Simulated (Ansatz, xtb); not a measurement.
**Relative energy of two isomers of GeH6SSi**

We compare X, `[SiH3][S][GeH3]`, a singlet, with Y, `S[SiH2][GeH3]`, a singlet. Both are isolated molecules in the gas phase, relaxed with PBE0-D3(BJ)/pcseg-1; the shapes shown needn't be the lowest conformers.

X (Å):

```xyz
9

Ge   -0.2564   -1.4276   -1.9285
S     0.7354   -2.6034   -0.3009
Si   -0.3374   -1.8073    1.3771
H     0.2071   -2.4873    2.5838
H    -1.8006   -2.0773    1.2541
H    -0.1388   -0.3318    1.4876
H     0.4112   -1.8892   -3.2268
H    -0.0257    0.0714   -1.6861
H    -1.7609   -1.7367   -1.9356
```

Y (Å):

```yaml
atoms:
  - { symbol: Ge, position_ang: [-0.6104, -1.3397, -1.6345] }
  - { symbol: S, position_ang: [-0.5335, -0.9649, 2.0917] }
  - { symbol: Si, position_ang: [0.4023, -1.9686, 0.4272] }
  - { symbol: H, position_ang: [-1.7778, -1.4327, 1.8429] }
  - { symbol: H, position_ang: [0.3456, -3.4521, 0.5943] }
  - { symbol: H, position_ang: [1.8236, -1.5254, 0.4823] }
  - { symbol: H, position_ang: [0.0059, -2.1170, -2.8102] }
  - { symbol: H, position_ang: [-0.4303, 0.1663, -1.8745] }
  - { symbol: H, position_ang: [-2.1158, -1.6531, -1.5775] }
```

Quicker runs give these differences E(Y) − E(X): GFN2-xTB +0.737 eV; HF/STO-3G +0.306 eV (at GFN2-xTB geometries); r2SCAN-D4/def2-SVP +0.353 eV (at GFN2-xTB geometries).

Task: Estimate E(Y) − E(X) at the level CCSD(T)/def2-TZVP.

Result: Calculated at CCSD(T)/def2-TZVP: E(Y) − E(X) = +0.383 eV, so structure X lies lower.

How the difference moves with the method:

```csv
level,geometry,E(Y) − E(X) (eV),departure from the last row (eV),"job, with rough time for the two"
GFN2-xTB,GFN2-xTB,+0.737,+0.354,"optimisation, 0.13 s"
HF/STO-3G,GFN2-xTB,+0.306,−0.077,"single point, 0.32 s"
r2SCAN-D4/def2-SVP,GFN2-xTB,+0.353,−0.031,"single point, 3.2 s"
PBE0-D3(BJ)/pcseg-1,PBE0-D3(BJ)/pcseg-1,+0.251,−0.133,"optimisation, 30 s"
HF/def2-TZVP,PBE0-D3(BJ)/pcseg-1,+0.470,+0.087,part of the CCSD(T) run
MP2/def2-TZVP,PBE0-D3(BJ)/pcseg-1,+0.450,+0.066,part of the CCSD(T) run
CCSD(T)/def2-TZVP,PBE0-D3(BJ)/pcseg-1,+0.383,,"single point, 57 s"
```

As drawn, Y has 1 Ge–Si, 1 S–H in place of 1 Ge–S, 1 Si–H.

The levels shown agree on the order. The largest departure from CCSD(T)/def2-TZVP is that of GFN2-xTB, 0.354 eV.

With harmonic frequencies from PBE0-D3(BJ)/pcseg-1 (ideal gas, rigid rotor, one conformer each, 298.15 K, 1 atm): on the last row, ΔE + ΔZPE = +0.369, ΔH = +0.375, ΔG = +0.380 eV.

The correlated steps freeze 19 core orbitals; the filled d shell of Ge is correlated, in a basis made for valence electrons. Mirror images aren't counted in ΔG. Run with Ansatz 0.2.0, xtb 6.7.1; the last row on 2 threads of Arm Neoverse V2 on a shared host.
